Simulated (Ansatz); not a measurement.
Relaxation of Al$_{2}$Cl$_{2}$H$_{5}$N (10 atoms, charge 0, multiplicity 1), to a largest force component of 0.03 eV/Å in at most 50 steps.

The calculation used Ansatz, RKS B3LYP/def2-SVP.

```xyz
10
Properties=species:S:1:pos:R:3:forces:R:3
Al -1.642 0.054 -1.011 0.14 -0.68 0.27
H -0.893 1.396 -0.946 0.30 0.45 0.06
Cl -1.351 -1.237 -2.648 0.01 0.01 0.00
Cl -3.222 -0.350 0.320 0.02 0.02 0.00
Al 1.422 0.876 0.577 -0.42 -1.23 0.20
N 0.827 -0.890 0.797 -0.04 1.44 -0.51
H 2.366 1.157 -0.654 0.00 -0.01 -0.01
H 0.992 1.897 1.697 -0.01 0.01 -0.01
H 1.175 -1.675 0.252 -0.01 -0.02 -0.02
H 0.326 -1.228 1.615 0.02 0.01 0.01
```

**Question.** Where does it end, and by what steps?

**Answer.** The run converged. After 8 steps the energy has fallen by 1.616 eV; Al1 moved furthest, 0.74 Å. Joined: Al1–Al5, Al1–N6, H2–Al5.

```csv
step,energy less start (eV),largest force component (eV/Å),accepted
0,0.0000,1.436,yes
1,-0.2751,0.545,yes
2,-0.6597,0.833,yes
3,-1.2157,1.071,yes
4,-1.4983,1.260,yes
5,-1.5973,0.327,yes
6,-1.6115,0.161,yes
7,-1.6155,0.064,yes
8,-1.6159,0.015,yes
```

```xyz
10
Properties=species:S:1:pos:R:3
Al -1.140 -0.297 -0.602
H -0.441 1.265 -0.652
Cl -1.068 -1.173 -2.523
Cl -2.941 -0.241 0.502
Al 1.038 1.026 0.310
N 0.365 -0.829 0.489
H 2.254 1.101 -0.694
H 0.854 1.840 1.650
H 0.954 -1.561 0.082
H 0.124 -1.129 1.437
```

Whether the end is a true minimum wasn't checked by a vibrational analysis.

Run time: 24 s on 2 threads of Intel(R) Xeon(R) Platinum 8488C (Sapphire Rapids), with other jobs on the host, peak memory 0.27 GiB.
